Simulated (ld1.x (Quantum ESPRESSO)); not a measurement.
# u(r) = r·R(r): atom against pseudo-atom (tantalum)

Columns: radius, all-electron u(r) and pseudo u(r) of the 6p shell (level -1.39 eV) of tantalum in the configuration [Xe] 4f14 5d3 6s2 6p0; PBE, scalar-relativistic, TM semilocal scheme, ld1.x (Quantum ESPRESSO) 7.5.

```csv
r (bohr),all-electron,pseudo
0.168,-0.0715,0.0014
0.335,0.1034,0.0056
0.503,0.0579,0.0127
0.670,-0.0799,0.0227
0.838,-0.1724,0.0361
1.005,-0.1968,0.0527
1.172,-0.1700,0.0730
1.340,-0.1122,0.0972
1.508,-0.0397,0.1253
1.675,0.0364,0.1570
1.842,0.1102,0.1921
2.010,0.1789,0.2299
2.178,0.2403,0.2693
2.345,0.2937,0.3083
2.512,0.3395,0.3458
2.680,0.3782,0.3804
2.848,0.4099,0.4105
3.015,0.4351,0.4352
3.182,0.4545,0.4545
3.350,0.4689,0.4689
3.518,0.4785,0.4785
3.685,0.4840,0.4840
3.852,0.4861,0.4861
4.020,0.4850,0.4850
4.188,0.4815,0.4815
4.355,0.4758,0.4758
```

Question: How many radial nodes do the two functions have?

Answer: The all-electron 6p function has n − l − 1 = 4 (the table is too coarse to show those close to the nucleus); the pseudo-wave has 0, since the states of the same l below it are removed with the core.

Question: At about which radius was the pseudo-wave matched?

Answer: 3.35 bohr. The columns agree to 0.0005 from 3.02 bohr on; several derivatives are matched, so the curves merge somewhat inside the radius.

Question: Where does each function peak?

Answer: Outermost all-electron maximum near 3.85 bohr, pseudo maximum near 3.85 bohr (to the table’s step).

Question: Is the pseudo-wave norm-conserving?

Answer: Yes: the TM semilocal scheme keeps the norm inside the radius equal to the all-electron one, which fixes the energy derivative of the logarithmic derivative at the level.
